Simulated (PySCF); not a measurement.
Molfile (atoms numbered from 1):
```
C6H13N
     RDKit          3D

 20 19  0  0  0  0  0  0  0  0999 V2000
   -1.9830   -1.2835   -0.9860 C   0  0  0  0  0  0  0  0  0  0  0  0
   -1.4418   -0.1471   -0.9021 N   0  0  0  0  0  0  0  0  0  0  0  0
   -0.9743    0.3081    0.3897 C   0  0  2  0  0  0  0  0  0  0  0  0
   -1.7907    1.5277    0.7975 C   0  0  0  0  0  0  0  0  0  0  0  0
    0.5149    0.6367    0.2996 C   0  0  0  0  0  0  0  0  0  0  0  0
    1.3974   -0.5524   -0.0471 C   0  0  0  0  0  0  0  0  0  0  0  0
    2.8753   -0.2016   -0.1055 C   0  0  0  0  0  0  0  0  0  0  0  0
   -2.3558   -1.6443   -1.9561 H   0  0  0  0  0  0  0  0  0  0  0  0
   -2.1106   -1.9609   -0.1162 H   0  0  0  0  0  0  0  0  0  0  0  0
   -1.1101   -0.4858    1.1588 H   0  0  0  0  0  0  0  0  0  0  0  0
   -1.4475    1.9163    1.7683 H   0  0  0  0  0  0  0  0  0  0  0  0
   -2.8583    1.2761    0.8827 H   0  0  0  0  0  0  0  0  0  0  0  0
   -1.6879    2.3234    0.0440 H   0  0  0  0  0  0  0  0  0  0  0  0
    0.6478    1.4314   -0.4555 H   0  0  0  0  0  0  0  0  0  0  0  0
    0.8312    1.0640    1.2676 H   0  0  0  0  0  0  0  0  0  0  0  0
    1.0746   -0.9654   -1.0175 H   0  0  0  0  0  0  0  0  0  0  0  0
    1.2335   -1.3548    0.6950 H   0  0  0  0  0  0  0  0  0  0  0  0
    3.4911   -1.0782   -0.3586 H   0  0  0  0  0  0  0  0  0  0  0  0
    3.0702    0.5722   -0.8655 H   0  0  0  0  0  0  0  0  0  0  0  0
    3.2344    0.1895    0.8605 H   0  0  0  0  0  0  0  0  0  0  0  0
  1  2  2  0
  2  3  1  0
  3  4  1  0
  3  5  1  0
  5  6  1  0
  6  7  1  0
  1  8  1  0
  1  9  1  0
  3 10  1  1
  4 11  1  0
  4 12  1  0
  4 13  1  0
  5 14  1  0
  5 15  1  0
  6 16  1  0
  6 17  1  0
  7 18  1  0
  7 19  1  0
  7 20  1  0
M  END
```

Geometry: PBE0-D3(BJ)/def2-SVP; GIAO shifts from PySCF 2.14, gas phase, non-relativistic, averaged over equivalent atoms.

At WP04/pcSseg-1 (184 basis functions, 20 s wall time on 1 thread of an x86-64 server CPU, shared host):
```tsv
atoms	δ (ppm)
C1	154.5
C3	74.4
C5	41.8
C4	26.8
C6	25.8
C7	17.8
N2	413.6
H9	7.18
H8	6.89
H10	2.50
H14	1.51
H11/H12/H13	1.19
H15	1.11
H16	1.02
H18/H19/H20	0.92
H17	0.73
```

Chemical shifts δ = σref − σ; 13C (σref 172.44) and 1H (σref 31.56) vs TMS; 15N (σref 246.90) vs NH3, all at this level.

Problem. What do these become at PBE0/pcSseg-1?

Solution. 
| atoms | δ at PBE0/pcSseg-1 | change |
| --- | --- | --- |
| C1 | 155.8 | +1.3 |
| C3 | 73.5 | -0.9 |
| C5 | 42.1 | +0.3 |
| C4 | 26.3 | -0.5 |
| C6 | 23.8 | -2.0 |
| C7 | 16.3 | -1.5 |
| N2 | 431.1 | +17.5 |
| H9 | 7.56 | +0.38 |
| H8 | 7.16 | +0.27 |
| H10 | 2.51 | +0.01 |
| H14 | 1.49 | -0.02 |
| H11/H12/H13 | 1.22 | +0.03 |
| H15 | 1.12 | +0.01 |
| H16 | 1.03 | +0.01 |
| H18/H19/H20 | 0.96 | +0.04 |
| H17 | 0.73 | +0.00 |

Referencing at the same level of theory: 13C (σref 184.41) and 1H (σref 31.27) vs TMS; 15N (σref 265.67) vs NH3.

The largest change is at N2 (imine nitrogen). Cost: 184 basis functions, 25 s wall time on 1 thread of an x86-64 server CPU, shared host. The order of the carbon signals is the same at both levels.

Experimental scales use liquid or dissolved standards, which lie at an offset from isolated NH3 (liquid NH3: subtract about 20 ppm). Unscaled 15N shifts of sp2 nitrogen come out 20 to 40 ppm too high even then.
